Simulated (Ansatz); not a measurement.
Mulliken charges of C₂H₅FIn (`C[CH2][In][F]`) radical from ωB97M-V/def2-TZVPP in Ansatz (PBE0-D4/def2-TZVP geometry).

```
atom   x (Å)   y (Å)   z (Å)  charge (e)
  C1   0.296   0.905   0.100      -0.298
  C2  -0.768  -0.058  -0.361      -0.408
 In3  -0.312  -2.120   0.522       0.601
  F4   1.678  -2.195   0.555      -0.530
  H5   0.180   1.871  -0.406       0.111
  H6   1.301   0.537  -0.115       0.132
  H7   0.238   1.098   1.174       0.105
  H8  -1.783   0.190  -0.053       0.145
  H9  -0.743  -0.273  -1.432       0.143
```

Problem. By hand: the dipole of these point charges (1 e Å = 4.8032 D).

Solution. Σ q r = (-1.000, 0.026, -0.012) e Å, of length 1.000 e Å = 4.80 D.

Problem. How does the dipole of the full density compare? (An estimate is asked.)

Solution. The calculation gave: (-0.671, 0.235, -0.086) e Å, 3.44 D; the point charges give 1.40 times that, at 19° from its direction.

Point charges leave out the atoms' own dipoles, such as those of lone pairs, and Mulliken's split depends on the basis, so the two needn't agree.
